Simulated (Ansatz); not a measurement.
Basis-set extrapolation for CH8B2N2 (`BNBNC`) (PBE0-D4/def2-TZVP geometry, frozen core, Ansatz 0.2.0). Multiplicity 1, RHF reference.

|  | def2-TZVPP | def2-QZVPP |
| --- | --- | --- |
| HF | -200.972691 | -200.982767 |
| MP2 correlation | -0.801763 | -0.855492 |
| CCSD(T) correlation | -0.881194 | not run |

Energies in hartree. Use E(X) = E(∞) + A·exp(−7.88·√X) for Hartree–Fock and E(X) = E(∞) + B·X^(−2.97) for correlation, with X = 3 and 4, and add CCSD(T) minus MP2 of the smaller set to the MP2 limit.

Q: What is the CCSD(T) energy at the basis-set limit?

A: HF limit: -200.982767 + (-0.010076) × 0.13774 = -200.98415. MP2 limit: -0.855492 + (-0.053729) × 0.74074 = -0.89529. Higher-order term: -0.881194 − (-0.801763) = -0.07943. Total: -201.95887 hartree, 275.6 kJ/mol below CCSD(T)/def2-TZVPP.
